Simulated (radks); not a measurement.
Results of a calculation; reference values are marked as such.
All-electron atom: the copper ion Cu4+ in [Ar] 3d7.

Level of theory: scalar-relativistic Kohn-Sham, PBE, spin-polarised, spherical densities, finite nucleus; open shells are filled with parallel spins first; Fermi nuclear charge, rms radius 3.8823 fm (a radial shooting solver on a logarithmic mesh with Libxc functionals).

Energy parts (Ry):
total: -3300.47095
kinetic: 3349.96905
electron-nucleus: -7819.02372
Hartree: 1299.62340
exchange-correlation: -131.03968

Orbitals (lengths in bohr, moments of r in powers of bohr; <r^-3> diverges for s and p1/2; r(max) is where P^2 peaks):
\begin{tabular}{lrrrrr}
orbital & occ. & eigenvalue (Ry) & <r^2> & r(max) & <r^-3> \\ \hline
1s up & 1 & -655.7447 & 0.003657 & 0.03411 & - \\
1s down & 1 & -655.7450 & 0.003656 & 0.03411 & - \\
2s up & 1 & -83.46446 & 0.06534 & 0.1967 & - \\
2s down & 1 & -83.31059 & 0.06518 & 0.1966 & - \\
2p up & 3 & -72.74333 & 0.05236 & 0.1583 & 704.8 \\
2p down & 3 & -72.62787 & 0.05219 & 0.1582 & 706.6 \\
3s up & 1 & -13.63323 & 0.5611 & 0.6094 & - \\
3s down & 1 & -13.34017 & 0.5649 & 0.6102 & - \\
3p up & 3 & -10.45968 & 0.6152 & 0.6130 & 95.16 \\
3p down & 3 & -10.17157 & 0.6220 & 0.6143 & 93.90 \\
3d up & 5 & -5.33467 & 0.7951 & 0.5752 & 9.954 \\
3d down & 2 & -5.05354 & 0.8290 & 0.5799 & 9.714 \\
\end{tabular}

The highest occupied level is 3d down at -68.757 eV. The spin density at the nucleus is -1.095 e/bohr^3 (1s -0.044, 2s -2.547, 3s 1.496). Summed over all electrons, <r^2> = 10.92 bohr^2, which gives a Langevin (diamagnetic) susceptibility term of -8.65 x 10^-6 cm^3/mol.
